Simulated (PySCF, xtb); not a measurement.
Si(F)2(Me)(OH) (CH4F2OSi), SMILES O[Si](C)(F)F. One conformer was computed; it need not be the lowest.

Harmonic wavenumbers (cm⁻¹) from GFN2-xTB in xtb 6.7.1 at its own minimum, in rising order: 52, 155, 176, 221, 258, 286, 288, 704, 770, 809, 829, 884, 899, 989, 1385, 1464, 1466, 3047, 3052, 3057, 3636.

Task: What does PySCF with ωB97X-D3(BJ)/def2-SVP give at its own minimum? (The exact figures need the calculation; the answer reports its results.)

Result: 104, 177, 217, 249, 328, 352, 358, 697, 766, 785, 801, 920, 963, 996, 1305, 1436, 1438, 3083, 3190, 3190, 3939. Paired by order, the mean absolute difference is 60 cm⁻¹ and the zero-point energies are 34.9 and 36.2 kcal/mol.
